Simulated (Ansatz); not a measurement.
One change: `[F][Sn][O][SiH3]` becomes `[OH][Sn][F]`.

Ansatz, PBE0-D4/def2-TZVP geometries, multiplicity 1. Each molecule was computed in one conformer, which needn't be the lowest.

Elements past krypton have def2 core potentials.

```
                                        property  `[F][Sn][O][SiH3]`
  size of the dipole moment (PBE/def2-TZVPP) / D                2.88
             LUMO energy (B3LYP/def2-TZVPP) / eV               -2.86
               HOMO energy (PBE/def2-TZVPP) / eV               -7.09
           HOMO–LUMO gap (B3LYP/def2-TZVPP) / eV                5.36
size of the dipole moment (B3LYP/def2-TZVPP) / D                3.08
             HOMO energy (B3LYP/def2-TZVPP) / eV               -8.22
```

(1) What does the change do to each property? (Estimate.)

Answers

(1) The calculation gave: 
```
                                        property  `[OH][Sn][F]`  shift
  size of the dipole moment (PBE/def2-TZVPP) / D           3.91   1.03
             LUMO energy (B3LYP/def2-TZVPP) / eV          -2.58   0.28
               HOMO energy (PBE/def2-TZVPP) / eV          -6.62   0.47
           HOMO–LUMO gap (B3LYP/def2-TZVPP) / eV           5.11  -0.25
size of the dipole moment (B3LYP/def2-TZVPP) / D           4.20   1.12
             HOMO energy (B3LYP/def2-TZVPP) / eV          -7.69   0.53
```

With PBE0 the HOMO rises by 0.55 eV and the LUMO rises by 0.28 eV, so the gap narrows by about 0.27 eV. PBE moves the HOMO by 0.47 eV and ωB97M-V by 0.58 eV. Dipoles are sizes alone; their direction can turn.

B3LYP here is the variant with VWN-RPA as its local correlation; programs differ in this.
